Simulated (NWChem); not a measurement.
System: mesitylene (C$_{9}$H$_{12}$); SMILES c1c(C)cc(cc1C)C

NWChem input:

```
start job
memory heap 200 mb stack 900 mb global 1100 mb
geometry units angstroms noautosym nocenter noautoz
  C     -0.560335    -2.858554    -0.011420
  C     -0.271898    -1.383744     0.011770
  C     -1.312979    -0.450460    -0.006741
  C     -1.062971     0.925366    -0.013373
  C     -2.195791     1.912814     0.008990
  C      0.265849     1.360405    -0.006320
  C      1.332368     0.456185     0.011987
  C      2.753966     0.943313    -0.011232
  C      1.044410    -0.912106     0.025488
  H      0.232485    -3.433353     0.489407
  H     -1.515432    -3.092039     0.481644
  H     -0.628620    -3.231466    -1.047470
  H     -2.348699    -0.805338    -0.011452
  H     -2.486610     2.157271     1.044755
  H     -3.089028     1.515404    -0.494953
  H     -1.918241     2.857305    -0.481709
  H      0.476162     2.434872    -0.010595
  H      2.854747     1.921259     0.482074
  H      3.431842     0.236406     0.489312
  H      3.113814     1.062233    -1.047325
  H      1.869493    -1.631463     0.046513
end
basis spherical
  * library 6-31g*
end
dft
  xc xpbe96 cpbe96
  iterations 150
end
cosmo
  do_cosmo_smd true
  solvent water
end
task dft energy
```

Output (shortened):

```
             Northwest Computational Chemistry Package (NWChem) 7.3.0
             --------------------------------------------------------

                             Geometry "geometry" -> ""
                             -------------------------

 Output coordinates in angstroms (scale by  1.889725989 to convert to a.u.)

  No.       Tag          Charge          X              Y              Z
 ---- ---------------- ---------- -------------- -------------- --------------
    1 C                    6.0000    -0.56033500    -2.85855400    -0.01142000
    2 C                    6.0000    -0.27189800    -1.38374400     0.01177000
    3 C                    6.0000    -1.31297900    -0.45046000    -0.00674100
    4 C                    6.0000    -1.06297100     0.92536600    -0.01337300
    5 C                    6.0000    -2.19579100     1.91281400     0.00899000
    6 C                    6.0000     0.26584900     1.36040500    -0.00632000
    7 C                    6.0000     1.33236800     0.45618500     0.01198700
    8 C                    6.0000     2.75396600     0.94331300    -0.01123200
    9 C                    6.0000     1.04441000    -0.91210600     0.02548800
   10 H                    1.0000     0.23248500    -3.43335300     0.48940700
   11 H                    1.0000    -1.51543200    -3.09203900     0.48164400
   12 H                    1.0000    -0.62862000    -3.23146600    -1.04747000
   13 H                    1.0000    -2.34869900    -0.80533800    -0.01145200
   14 H                    1.0000    -2.48661000     2.15727100     1.04475500
   15 H                    1.0000    -3.08902800     1.51540400    -0.49495300
   16 H                    1.0000    -1.91824100     2.85730500    -0.48170900
   17 H                    1.0000     0.47616200     2.43487200    -0.01059500
   18 H                    1.0000     2.85474700     1.92125900     0.48207400
   19 H                    1.0000     3.43184200     0.23640600     0.48931200
   20 H                    1.0000     3.11381400     1.06223300    -1.04732500
   21 H                    1.0000     1.86949300    -1.63146300     0.04651300

 Effective nuclear repulsion energy (a.u.)     418.8598405121

  pbe96 is a nonlocal functional; adding pw91lda local functional.

                                 NWChem DFT Module
                                 -----------------

 Summary of "ao basis" -> "ao basis" (spherical)
 ------------------------------------------------------------------------------
       Tag                 Description            Shells   Functions and Types
 ---------------- ------------------------------  ------  ---------------------
 C                           6-31g*                  6       14   3s2p1d
 H                           6-31g*                  2        2   2s

 in cosmo_initialize ...
 calling solv_data for solv:h2o

 solvent parameters
 solvname_short: h2o
 solvname_long:  water
 dielec:       78.4000
 dielecinf:     1.7769
 aqueous SMD model solvent descriptors
 dielec:       78.4000
 sola:          0.8200

          ---------------
          -cosmo- solvent
          ---------------
 Cosmo: York-Karplus, doi: 10.1021/jp992097l
 dielectric constant -eps-     =  78.40
 screen = (eps-1)/(eps    )    =   0.98724
 surface charge correction     = lagrangian

   van der Waals surface
 --------------------------

 ---------- ATOMIC COORDINATES (A.U.) ------------ VDWR(ANG.) --
     1   -1.05887961   -5.40188378   -0.02158067     1.850
     2   -0.51381272   -2.61489700    0.02224207     1.850
     3   -2.48117054   -0.85124597   -0.01273864     1.850
     4   -2.00872392    1.74868818   -0.02527131     1.850
     5   -4.14944332    3.61469433    0.01698864     1.850
     6    0.50238176    2.57079268   -0.01194307     1.850
     7    2.51781044    0.86206465    0.02265215     1.850
     8    5.20424112    1.78260309   -0.02122540     1.850
     9    1.97364872   -1.72363041    0.04816534     1.850
    10    0.43933295   -6.48809639    0.92484513     1.200
    11   -2.86375123   -5.84310646    0.91017518     1.200
    12   -1.18791955   -6.10658528   -1.97943128     1.200
    13   -4.43839754   -1.52186815   -0.02164114     1.200
    14   -4.69901154    4.07665107    1.97430068     1.200
    15   -5.83741649    2.86369832   -0.93532555     1.200
    16   -3.62494987    5.39952352   -0.91029802     1.200
    17    0.89981571    4.60124090   -0.02002165     1.200
    18    5.39468960    3.63065306    0.91098777     1.200
    19    6.48524102    0.44674256    0.92466560     1.200
    20    5.88425524    2.00732931   -1.97915727     1.200
    21    3.53282951   -3.08301803    0.08789682     1.200
 number of segments per atom =        128
 number of   points per atom =        128
 atom (   nspa,  nppa )
 ----------------------
    1 (     56,     0 )       0
    2 (     28,     0 )       0
    3 (     41,     0 )       0
    4 (     29,     0 )       0
    5 (     58,     0 )       0
    6 (     44,     0 )       0
    7 (     30,     0 )       0
    8 (     59,     0 )       0
    9 (     45,     0 )       0
   10 (     55,     0 )       0
   11 (     56,     0 )       0
   12 (     54,     0 )       0
   13 (     54,     0 )       0
   14 (     54,     0 )       0
   15 (     55,     0 )       0
   16 (     53,     0 )       0
   17 (     54,     0 )       0
   18 (     56,     0 )       0
   19 (     55,     0 )       0
   20 (     54,     0 )       0
   21 (     56,     0 )       0
 number of -cosmo- surface points =     1046
 molecular surface =    175.798 angstrom**2
 molecular volume  =    152.295 angstrom**3
 -lineq- algorithm             =   0
 -bem- low  level              =   3
 -bem- from -octahedral-
 gaussian surface charge width =   4.50000
 degree of switching           =   1.00000
 switching function tolerance  =   0.00010
 atomic radii =
 --------------
    1  6.000  1.850
    2  6.000  1.850
    3  6.000  1.850
    4  6.000  1.850
    5  6.000  1.850
    6  6.000  1.850
    7  6.000  1.850
    8  6.000  1.850
    9  6.000  1.850
   10  1.000  1.200
   11  1.000  1.200
   12  1.000  1.200
   13  1.000  1.200
   14  1.000  1.200
   15  1.000  1.200
   16  1.000  1.200
   17  1.000  1.200
   18  1.000  1.200
   19  1.000  1.200
   20  1.000  1.200
   21  1.000  1.200
 ...... end of -cosmo- initialization ......

 nat:                    21
 ixmem:                 23261
 calling mnsol_interface()
 G(SMD-CDS) energy (kcal/mol)  =     4.152
 SMD-CDS SASA (angstrom**2)    =   215.051

            General Information
            -------------------
          SCF calculation type: DFT
          Wavefunction type:  closed shell.
          No. of atoms     :    21
          No. of electrons :    66
           Alpha electrons :    33
            Beta electrons :    33
          Charge           :     0
          Spin multiplicity:     1
          Use of symmetry is: off; symmetry adaption is: off
          Maximum number of iterations: 150
          AO basis - number of functions:   150
                     number of shells:    78
          Convergence on energy requested:  1.00D-06
          Convergence on density requested:  1.00D-05
          Convergence on gradient requested:  5.00D-04

              XC Information
              --------------
          PerdewBurkeErnzerhof Exchange Functional  1.000
            Perdew 1991 LDA Correlation Functional  1.000 local
           PerdewBurkeErnz. Correlation Functional  1.000 non-local

             Grid Information
             ----------------
          Grid used for XC integration:  medium
          Radial quadrature: Mura-Knowles
          Angular quadrature: Lebedev.
          Tag              B.-S. Rad. Rad. Pts. Rad. Cut. Ang. Pts.
          ---              ---------- --------- --------- ---------
          C                   0.70       49          13.0       434
          H                   0.35       45          13.0       434
          Grid pruning is: on
          Number of quadrature shells:   981
          Spatial weights used:  Erf1

      Superposition of Atomic Density Guess
      -------------------------------------

 Sum of atomic energies:        -344.92107780

      Non-variational initial energy
      ------------------------------

 Total energy =    -351.405648
 1-e energy   =   -1292.630886
 2-e energy   =     522.365398
 HOMO         =      -0.261062
 LUMO         =       0.015270

   convergence    iter        energy       DeltaE   RMS-Dens  Diis-err
 ---------------- ----- ----------------- --------- --------- ---------
     COSMO gas phase
 d= 0,ls=0.0,diis     1   -349.6331704324 -7.68D+02  7.28D-03  7.37D-01
 d= 0,ls=0.0,diis     2   -349.7000187508 -6.68D-02  2.84D-03  7.19D-02
 d= 0,ls=0.0,diis     3   -349.6916278683  8.39D-03  1.62D-03  1.40D-01
 d= 0,ls=0.0,diis     4   -349.7096242662 -1.80D-02  2.09D-04  1.09D-03
 d= 0,ls=0.0,diis     5   -349.7097670400 -1.43D-04  4.85D-05  2.52D-05
  Resetting Diis
 d= 0,ls=0.0,diis     6   -349.7097697474 -2.71D-06  1.72D-05  7.29D-06
 d= 0,ls=0.0,diis     7   -349.7097706472 -9.00D-07  9.67D-06  2.51D-07

   convergence    iter        energy       DeltaE   RMS-Dens  Diis-err
 ---------------- ----- ----------------- --------- --------- ---------
     COSMO solvation phase
 d= 0,ls=0.0,diis     1   -349.7084947752  1.28D-03  1.52D-03  3.01D-03
 d= 0,ls=0.0,diis     2   -349.7089476646 -4.53D-04  4.21D-04  2.97D-03
 d= 0,ls=0.0,diis     3   -349.7093740195 -4.26D-04  6.88D-05  8.98D-05
 d= 0,ls=0.0,diis     4   -349.7093797739 -5.75D-06  3.44D-05  4.74D-05
 d= 0,ls=0.0,diis     5   -349.7093858000 -6.03D-06  8.76D-06  1.76D-06
 d= 0,ls=0.0,diis     6   -349.7093859803 -1.80D-07  3.74D-06  4.76D-07

         Total DFT energy =     -349.709385980302
      One electron energy =    -1302.118050460108
           Coulomb energy =      585.693971321849
    Exchange-Corr. energy =      -52.881402277775
 Nuclear repulsion energy =      418.859840512148

             COSMO energy =        0.736254923584

 Numeric. integr. density =       65.999980624477

                                COSMO-SMD solvation results
                                ---------------------------

             internal energy in gas <Psi(g)|H|Psi(g)> =      -349.709770647169
         internal energy in solvent <Psi(s)|H|Psi(s)> =      -349.708691970358
                               delta internal energy  =         0.001078676810 (    0.68 kcal/mol)
   total free energy in solvent <Psi(s)|H+V/2|Psi(s)> =      -349.716001842826
 polarization energy contribution <Psi(s)|V/2|Psi(s)> =        -0.007309872468 (   -4.59 kcal/mol)
    total free energy in solvent including G(SMD-CDS) =      -349.709385980302
                       G(SMD-CDS) energy contribution =         0.006615862525 (    4.15 kcal/mol)
     1 M fixed-concentration free energy of solvation =         0.000384666867 (    0.24 kcal/mol)

                       DFT Final Molecular Orbital Analysis
                       ------------------------------------

 Vector   31  Occ=2.000000D+00  E=-2.845935D-01
              MO Center=  3.8D-02, -2.0D-02, -8.4D-03, r^2= 5.4D+00
   Bfn.  Coefficient  Atom+Function         Bfn.  Coefficient  Atom+Function
  ----- ------------  ---------------      ----- ------------  ---------------
   101      0.196194   8 C  px               17     -0.186692   2 C  px
    45     -0.187379   4 C  px              115      0.187337   9 C  px
    73      0.184119   6 C  px              134     -0.179683  13 H  s
   116      0.174040   9 C  py                4      0.171956   1 C  py
    87     -0.172414   7 C  px               46     -0.165715   4 C  py

 Vector   32  Occ=2.000000D+00  E=-2.085791D-01
              MO Center= -6.7D-02,  2.9D-02,  1.7D-02, r^2= 3.9D+00
   Bfn.  Coefficient  Atom+Function         Bfn.  Coefficient  Atom+Function
  ----- ------------  ---------------      ----- ------------  ---------------
   117      0.343515   9 C  pz               47     -0.309951   4 C  pz
   121      0.259222   9 C  pz               75     -0.215989   6 C  pz
    51     -0.209404   4 C  pz               19      0.194574   2 C  pz
    79     -0.162535   6 C  pz               23      0.131334   2 C  pz
    33     -0.127847   3 C  pz              136      0.119361  14 H  s

 Vector   33  Occ=2.000000D+00  E=-2.084450D-01
              MO Center=  6.4D-02, -3.0D-02, -3.4D-02, r^2= 3.9D+00
   Bfn.  Coefficient  Atom+Function         Bfn.  Coefficient  Atom+Function
  ----- ------------  ---------------      ----- ------------  ---------------
    33      0.323155   3 C  pz               89     -0.291292   7 C  pz
    75     -0.272156   6 C  pz               19      0.245532   2 C  pz
    37      0.243194   3 C  pz               79     -0.204915   6 C  pz
    93     -0.196437   7 C  pz               23      0.165568   2 C  pz
   148     -0.111475  20 H  s               103      0.099191   8 C  pz

 Vector   34  Occ=0.000000D+00  E=-2.683312D-02
              MO Center=  9.4D-02,  1.2D-03, -2.0D-02, r^2= 4.1D+00
   Bfn.  Coefficient  Atom+Function         Bfn.  Coefficient  Atom+Function
  ----- ------------  ---------------      ----- ------------  ---------------
    37      0.446066   3 C  pz               93      0.437125   7 C  pz
    89      0.378696   7 C  pz               33      0.344554   3 C  pz
    79     -0.282030   6 C  pz               23     -0.276621   2 C  pz
    19     -0.239373   2 C  pz              148      0.230335  20 H  s
    75     -0.217383   6 C  pz              121     -0.164584   9 C  pz

 Vector   35  Occ=0.000000D+00  E=-2.670789D-02
              MO Center= -9.8D-02, -2.3D-03,  1.3D-02, r^2= 4.1D+00
   Bfn.  Coefficient  Atom+Function         Bfn.  Coefficient  Atom+Function
  ----- ------------  ---------------      ----- ------------  ---------------
   121      0.420915   9 C  pz               51      0.411045   4 C  pz
    47      0.356864   4 C  pz               79     -0.352390   6 C  pz
    23     -0.344892   2 C  pz              117      0.324074   9 C  pz
    19     -0.299233   2 C  pz               75     -0.272389   6 C  pz
   136     -0.217767  14 H  s               132     -0.181563  12 H  s

 Vector   36  Occ=0.000000D+00  E= 7.856862D-02
              MO Center=  9.7D-02, -7.9D-02,  9.2D-02, r^2= 1.0D+01
   Bfn.  Coefficient  Atom+Function         Bfn.  Coefficient  Atom+Function
  ----- ------------  ---------------      ----- ------------  ---------------
   150      0.899294  21 H  s               134      0.866727  13 H  s
   142      0.869614  17 H  s                 6     -0.693749   1 C  s
   104     -0.693732   8 C  s                78     -0.666887   6 C  py
    62     -0.659056   5 C  s                35      0.642499   3 C  px
    20     -0.575072   2 C  s                90     -0.576575   7 C  s

     Multipole analysis of the density
     ---------------------------------

     L   x y z        total         alpha         beta         nuclear
     -   - - -        -----         -----         ----         -------
     0   0 0 0     -0.000000    -33.000000    -33.000000     66.000000

     1   1 0 0     -0.000067      0.049452      0.049452     -0.098971
     1   0 1 0     -0.001462      0.046130      0.046130     -0.093721
     1   0 0 1     -0.024696     -0.007713     -0.007713     -0.009269

     2   2 0 0    -36.188896   -326.129354   -326.129354    616.069813
     2   1 1 0      0.001594      0.002268      0.002268     -0.002942
     2   1 0 1     -0.144531      0.107195      0.107195     -0.358922
     2   0 2 0    -36.192171   -326.150678   -326.150678    616.109186
     2   0 1 1      0.128905     -0.119518     -0.119518      0.367942
     2   0 0 2    -42.490296    -29.668481    -29.668481     16.846666
```

Level: PBE/6-31G* (spherical d), SMD on the gas-phase geometry. Geometry: optimised at PBE0/def2-SVP. Not confirmed as a minimum by frequencies. Solvent: water.
